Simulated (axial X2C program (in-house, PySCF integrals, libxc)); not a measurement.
Potential curves of Zr₂, scalar-relativistic

All values were computed with an axial X2C code built on PySCF integrals. Spin-free means the one-electron spin-free X2C Hamiltonian. Basis: Zr dyall-cv3z [11s12p9d6f3g] (cores contracted in-house); Gaussian nuclei, density fitting, unrestricted open shells. Masses: Zr 89.905 u.

State: M_S = 1, Λ = 2 (beyond evenly filled blocks: σα, δ+α). Energies in eV from the fragments at the same level (Zr + Zr). Fits are polynomials in 1 − R0/R over 0.85 to 1.23 times the lowest point R0.

```json
{"R (Å)": "2.0129", "TPSSh": "-2.8090"}
{"R (Å)": "2.0793", "TPSSh": "-3.1763"}
{"R (Å)": "2.1456", "TPSSh": "-3.3701"}
{"R (Å)": "2.2120", "TPSSh": "-3.4429"}
{"R (Å)": "2.2894", "TPSSh": "-3.4211"}
{"R (Å)": "2.3668", "TPSSh": "-3.3166"}
{"R (Å)": "2.4664", "TPSSh": "-3.0896"}
```

One determinant describes the state; a PBE0 search over occupations chose it and may have missed a lower one. De is counted from the lowest determinant-based energies of the atoms at the same level, without counterpoise correction. Other states lie close and PBE0, whose exact exchange favours high spin, may order them wrongly; the determinant shown need not be the ground state. The nearest other spin-free determinant of the search, M_S = 0, Λ = 2, lies 0.10 eV up at the distance of the search. Without a current term, density functionals place determinants with orbital angular momentum somewhat too high.

Question: Fit the TPSSh curve near its minimum: give the equilibrium distance, the harmonic wavenumber and the well depth.

Answer: At TPSSh, spin-free: Re = 2.233 Å, ωe ≈ 325 cm⁻¹, De = 3.45 eV to Zr + Zr; Be follows as 0.0752 cm⁻¹.
